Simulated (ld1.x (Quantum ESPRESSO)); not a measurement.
## What one change does to a pseudopotential (caesium, TM)

- Element: Cs
- Generator: ld1.x (Quantum ESPRESSO) 7.5
- Type: norm-conserving Troullier–Martins (Kleinman–Bylander form)
- Functional: LDA (PZ)
- Relativity: non-relativistic
- Frozen core: [Kr] 4d10
- Valence charge: 9
- Reference configuration: 5s2 5p6 5d0 6s1 6p0
- Partial waves: 5s (bound): rc 2.30 bohr; 5p (bound): rc 3.50 bohr; 5d (bound, empty): rc 3.20 bohr
- Local potential: the d channel
- Core correction: none

Occupied shells without a wave of their own: 6s. They enter only through the test configuration that unscreens the potential.

All-electron outer shells of the reference configuration (LDA (PZ), non-relativistic, ld1.x):

```tsv
shell	level (eV)	outermost node (bohr)	outermost maximum (bohr)
4p	-156.98	0.36	0.68
4d	-77.50	0.33	0.72
5s	-24.91	0.86	1.60
5p	-13.74	0.90	1.79
6s	-2.14	2.19	4.86
6p	-0.84	2.62	6.55
5d	-0.73	1.05	3.10
```

Change: functional PBE.

Cutoffs: the cutoffs (Ry, on a coarse ladder) from which the occupation-weighted sum of valence levels, in a spherical-Bessel basis at the reference potential, stays within 10 and 1 mRy of its value at 400 Ry; they do not see the model core or the augmentation charge, which bear on the density cutoff. Errors are all-electron minus pseudo energies relative to the spin-unpolarised reference configuration.

Question: What does the change do?

Answer: The potential gets neither clearly harder nor softer (25 Ry and 35 Ry → 25 Ry and 35 Ry); a bound ghost appears in s, which as a rule spoils a file; the number of tests with a reliable result goes from 9 to 7; of the 7 tests that both files solve, the error grows in 1 and shrinks in 1 by more than 15 % and 0.3 meV (median size 77.3 → 71.6 meV).

| quantity | base | changed |
| --- | --- | --- |
| cutoff, loose | 25 Ry | 25 Ry |
| cutoff, tight | 35 Ry | 35 Ry |
| bound ghosts | none | s |
| largest miss of a reference level, eV | 0.12 | 0.11 |
| error for 5s2 5p6 5d0 6s0 6p0, meV [ΔE 3.84 → 3.72 eV] | +198 | +187 |
| error for 5s2 5p6 5d0 6s0.5 6p0, meV [ΔE 1.50 → 1.42 eV] | +77 | +72 |
| error for 5s2 5p6 5d0 6s0 6p1, meV [ΔE 1.32 → 1.23 eV] | +163 | +147 |
| error for 5s2 5p6 5d1 6s0 6p0, meV [ΔE 1.43 → 1.40 eV] | +110 | +103 |
| error for 5s1 5p6 5d0 6s1 6p0, meV [ΔE 29.74 → 29.59 eV] | +9.3 | +4.1 |
| error for 5s2 5p5 5d0 6s1 6p0, meV [ΔE 18.08 → 17.97 eV] | -33 | -40 |
| error for 5s2 5p6 5d0.5 6s0.5 6p0, meV [ΔE 0.72 → 0.70 eV] | +57 | +52 |
| s: phases at 3.81 bohr within 0.05 rad from the reference energy up to (Ry; the scan ends near 5) | -0.3 | -0.3 |
| p: phases at 3.81 bohr within 0.05 rad from the reference energy up to (Ry; the scan ends near 5) | 0.1 | 0.1 |
| d: phases at 3.81 bohr within 0.05 rad from the reference energy up to (Ry; the scan ends near 5) | 1.6 | 1.6 |

 A true bound ghost makes a file unfit for plane-wave use even where its test errors are small: the radial tests pick states by their node count and pass the ghost by.
